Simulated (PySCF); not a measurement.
Vertical excitations of a molecule C5H7F from PySCF 2.14.0 with TDA-ωB97X/def2-SVPD, as energy in eV (oscillator strength): 6.57 (0.000), 6.86 (0.002), 6.90 (0.001), 8.12 (0.045), 8.20 (0.066), 9.15 (0.132), 9.17 (0.020), 9.49 (0.119), 9.60 (0.048), 9.71 (0.035). Lowest triplet (TDA): 5.45 eV. Geometry: PBE0-D3(BJ)/def2-SVP. The values are those of a single conformer.

Which molecule gave these data?
A) C=C1CC(F)C1
B) C=CC/C=C\F
C) C#CC[C@@H](C)F
D) CC1=C(F)CC1

C, C#CC[C@@H](C)F
